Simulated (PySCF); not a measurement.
B(H)2(SiH3) (BH5Si), SMILES B[SiH3]. The structure is a stationary point at B3LYP-D3(BJ)/def2-TZVP.

Computed equilibrium geometry at B3LYP-D3(BJ)/def2-TZVP (PySCF confirms it by a frequency run) as bond lengths and angles, and its point group:
point group Cs.
Atoms: B1 H2 H3 Si4 H5 H6 H7. Bonds (Å): B1–H2 1.191, B1–H3 1.191, B1–Si4 2.010, Si4–H5 1.491, Si4–H6 1.484, Si4–H7 1.484. Bond angles (°): H2–B1–H3 117.4, H2–B1–Si4 121.3, H3–B1–Si4 121.3, B1–Si4–H5 105.5, B1–Si4–H6 113.5, B1–Si4–H7 113.5, H5–Si4–H6 107.7, H5–Si4–H7 107.7, H6–Si4–H7 108.6.
Charge 0, spin multiplicity 1.
